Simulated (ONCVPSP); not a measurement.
# holmium: ONCV pseudisation with PBE, scalar-relativistic reference atom.

Ho (Z = 67), optimised norm-conserving Vanderbilt (ONCV), made with ONCVPSP 4.0.1 (PBE, scalar-relativistic). Core [Xe], reference 4f11 6s1.5 6p0.5. Waves: 6s: rc 3.40 bohr, ncon 3, nbas 7, qcut 2.2 1/bohr, 1 projector; 6p: rc 4.00 bohr, ncon 3, nbas 7, qcut 1.9 1/bohr, 2 projectors, debl 1.2 Ha; d scattering state at 0.36 Ha: rc 3.30 bohr, ncon 5, nbas 9, qcut 3.4 1/bohr, 3 projectors, debl 1.1 Ha; 4f: rc 1.40 bohr, ncon 3, nbas 8, qcut 14.1 1/bohr, 2 projectors, debl 0.9 Ha. Local part: polynomial inside 1.00 bohr (lpopt 5, dvloc0 3 Ha). Core correction: Teter function, fcfact 4, rcfact 1.1.

In the d channel the program set the typed energies aside and used -0.058, 1.042, 2.142 Ha.

All-electron outer shells of the reference configuration (PBE, scalar-relativistic, ld1.x):

```
shell  level (eV)  outermost node (bohr)  outermost maximum (bohr)
   5p      -26.64                   0.66                      1.29
   6s       -4.22                   1.54                      3.39
   4f       -3.90                      –                      0.53
   6p       -1.49                   1.89                      4.69
```

Q: Estimate the cutoffs (Ha) at which the residual kinetic energy of the hardest occupied pseudo-wave falls to 1 and 0.1 mHa per electron.

A: 76 Ha and 86 Ha.

Q: Does the potential have ghost states?

A: Ghosts flagged at negative energy: s at -324.4 eV, s at -35.7 eV, p at -111.4 eV; GHOST(+) flagged for p at 44.2 eV. A true bound ghost makes a file unfit for plane-wave use.

Q: Which valence shell sets the plane-wave cutoff?

A: 4f: 76 Ha for 1 mHa per electron, against 2 Ha for 6s.

Tests left out (the all-electron energies of this program are off by 10 to 40 meV for near-neutral 4f atoms).
